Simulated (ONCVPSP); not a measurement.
## Sn, ONCV: configuration errors across variants

ONCVPSP 4.0.1 input, shortened (lines: element, Z, core and valence counts, functional; n l f; lmax; l rc ep ncon nbas qcut; lloc lpopt rc5 dvloc0; l nproj debl; icmod fcfact rcfact), PW91, scalar-relativistic:

```
  Sn 50.00    9    2  -109134      upf
    1    0    2.00
    2    0    2.00
    2    1    6.00
    3    0    2.00
    3    1    6.00
    3    2   10.00
    4    0    2.00
    4    1    6.00
    4    2   10.00
    5    0    2.00
    5    1    1.50
    2
    0    2.15    0.00    4    8    2.90
    1    2.75    0.00    4    7    2.90
    2    2.90    0.06    4    7    2.80
    4    5    1.85    0.00
    0    2    3.90
    1    1    2.20
    2    2    1.90
    0    0.00    0.00
```

All-electron excitation energies from the reference (eV): (1) 5s2 5p2 -2.642; (2) 5s2 5p1 4.290; (3) 5s2 5p0 18.321; (4) 5s1 5p3 4.364.

3 further variants failed, have other tests or another functional or relativity, and are left out.

A true bound ghost makes a file unfit for plane-wave use even where its test errors are small: the radial tests pick states by their node count and pass the ghost by.

Errors AE − PS in meV (a dash: test not solved or not reliable):

| change | (1) | (2) | (3) | (4) | bound ghosts | GHOST(+) flags above zero |
| --- | --- | --- | --- | --- | --- | --- |
| base | +1.5 | -0.2 | +8.5 | +20 | none | s |
| s: nbas 9 | +1.5 | -0.2 | +8.9 | +19 | none | s |
| core correction Teter function, fcfact 5, rcfact 1.3 | +0.5 | -3.3 | -65 | +0.5 | none | s |
| local potential polynomial inside 1.50 bohr (lpopt 5, dvloc0 3 Ha) | +1.4 | -0.2 | +8.5 | +20 | none | s |
| p: ncon 3, nbas 6 | +1.2 | -0.3 | +2.2 | +21 | none | s |
| p: qcut 2 | +1.5 | -0.3 | +6.1 | +21 | none | s |
| local potential polynomial inside 1.85 bohr (lpopt 5, dvloc0 7.5 Ha) | +0.9 | -0.8 | +8.3 | +20 | p | none |

Question: Give the same row for: all radii scaled by about 0.82 (s 1.78, p 2.26, d 2.38 bohr); local potential polynomial inside 1.52 bohr (lpopt 5, dvloc0 0 Ha).

Answer: +1.9, +0.5, +16, +20; bound ghosts: d; GHOST(+) flags above zero: p, d.
